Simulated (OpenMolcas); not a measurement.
**B I: CASPT2 settings compared**

```
Program             : OpenMolcas 26.06
Basis               : ANO-R3 [4s4p2d1f]
Scalar Hamiltonian  : X2C, finite nucleus
Active space        : 3 electrons in 4 orbitals (2s 2p)
State averaging     : 2S+1 = 4 odd, 1 root (0 in the spin-orbit step); 2S+1 = 2 odd, 3 roots; 2S+1 = 4 even, 3 roots
Spin-orbit coupling : RASSI with atomic mean-field integrals over the reference wave functions, term energies averaged over their components
```

Methods on the same reference wave functions:
A. CASSCF
B. SS-CASPT2, IPEA 0.15 Eh, imaginary shift 0.25 Eh (closed shells correlated: 1s)
C. SS-CASPT2, IPEA 0.4 Eh, real shift 0.25 Eh (closed shells correlated: 1s)
D. SS-CASPT2, IPEA 0 Eh, imaginary shift 0.15 Eh (closed shells correlated: 1s)

Energies in cm-1 above 2s2 2p 2P* 1/2, the measured ground level; measured values from NIST Handbook of Basic Atomic Spectroscopic Data.

```
         Level      A      B      C      D  Measured
2s2 2p 2P* 1/2    0.0    0.0    0.0    0.0       0.0
2s2 2p 2P* 3/2   14.3   14.3   14.3   14.3      15.3
 2s 2p2 4P 1/2  24128  27646  27253  27973     28870
 2s 2p2 4P 3/2  24133  27651  27258  27978     28875
 2s 2p2 4P 5/2  24142  27660  27266  27987     28881
```

Deviations, from unrounded energies. A percentage is the sum of absolute deviations over the sum of measured energies, with the sign that they share, or ± where signs differ.

| Against measurement | Levels | A | B | C | D |
| --- | --- | --- | --- | --- | --- |
| mean absolute deviation (cm-1) | 4 | 3600 | 920 | 1200 | 670 |
| fine structure of the ground term (%) | 1 | -6.4 | -6.4 | -6.4 | -6.4 |
| other configurations (%) | 3 | -16.4 | -4.2 | -5.6 | -3.1 |

D lies closest to measurement on these levels and A furthest from it. The largest miss of D in the table is 2s 2p2 4P 1/2, by -900 cm-1. The ranking rests on the paired levels alone, and a cruder setting can come out closer through cancelling errors.

Among B to D the level of the table that moves most is 2s 2p2 4P 1/2, by 720 cm-1 (lowest in C, highest in D).

The lowest spin-free term lies below A's lowest term by 0.041 hartree in B, 0.037 hartree in C, 0.043 hartree in D.

Without dynamic correlation excited terms often stand tens of per cent too high (terms of higher spin than the ground term too low), and those without a measured partner can miss by more than the paired ones (holds for A). Computed and measured levels are paired by configuration, term and J; levels that our copy of the source lacks, or whose pairing is in doubt (as where it misses far off the trend of its configuration), stay unpaired and out of the deviations. Only configurations of the active space appear.

* marks odd parity.
